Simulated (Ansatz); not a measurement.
Energy on a grid of two coordinates

CH4Ga (SMILES [CH3][GaH]), doublet, PBE0-D4/def2-TZVP minimum:

| atom | x (Å) | y (Å) | z (Å) |
| --- | --- | --- | --- |
| C1 | -0.0293 | -0.4183 | -0.5180 |
| Ga2 | 0.6857 | 0.3726 | 1.1621 |
| H3 | 0.5747 | -1.2431 | -0.8929 |
| H4 | -1.0464 | -0.7756 | -0.3287 |
| H5 | -0.0857 | 0.3647 | -1.2803 |
| H6 | -0.0569 | 1.6356 | 1.8116 |

Rows set the angle H4–C1–H3 (°; 109.1 at the minimum), columns the dihedral angle H3–C1–Ga2–H6 (°; 177.6), set in this order; the parts move rigidly, in a bend the first-named atom's side turns in the plane, and in a torsion the whole end group turns. CCSD(T) energies count from the value at that structure, in eV. Computed with Ansatz 0.2.0 (basis: def2-TZVPP); correlated methods freeze the cores; orbitals are unrestricted. Filled d shells of the heavier atoms are correlated. The def2 sets are not built for correlating such inner shells, so the correlated values are less sure here.

| H4–C1–H3 \ H3–C1–Ga2–H6 | -164.4 | -140.4 | -116.4 | -92.4 | -68.4 |
| --- | --- | --- | --- | --- | --- |
| 91.1 | 0.237 | 0.243 | 0.237 | 0.223 | 0.213 |
| 100.1 | 0.061 | 0.067 | 0.068 | 0.062 | ? |
| 109.1 | 0.003 | 0.013 | 0.020 | 0.019 | 0.014 |
| 118.1 | 0.061 | 0.078 | 0.093 | 0.094 | 0.085 |
| 127.1 | 0.235 | 0.261 | 0.284 | 0.284 | 0.267 |

Problem. Fill in the withheld cells. (Judge from chemistry; the value comes from the calculation.)

Solution. Computed: (100.1, -68.4): 0.056 eV. These count from the CCSD(T) energy at the PBE0-D4 minimum.

The same grid for a cheaper method: HF − CCSD(T), both counted from the minimum, in eV:
```csv
H4–C1–H3 \ H3–C1–Ga2–H6,-164.4,-140.4,-116.4,-92.4,-68.4
91.1,0.022,0.021,0.020,0.020,0.020
100.1,0.003,0.002,0.001,0.001,0.002
109.1,0.000,-0.001,-0.002,-0.001,0.000
118.1,0.013,0.012,0.012,0.013,0.015
127.1,0.043,0.042,0.042,0.044,0.046
```

T1 diagnostic: at most 0.014. ⟨S²⟩ of the unrestricted Hartree–Fock references: 0.76 (a pure state has 0.75).

For scale, one of the runs: CCSD(T)/def2-TZVPP, 135 basis functions (an equivalent command: `ansatz run in.yaml --threads 4`). The run took 17 s on 4 CPU threads (shared host), with 1.6 GiB of host memory at its peak.
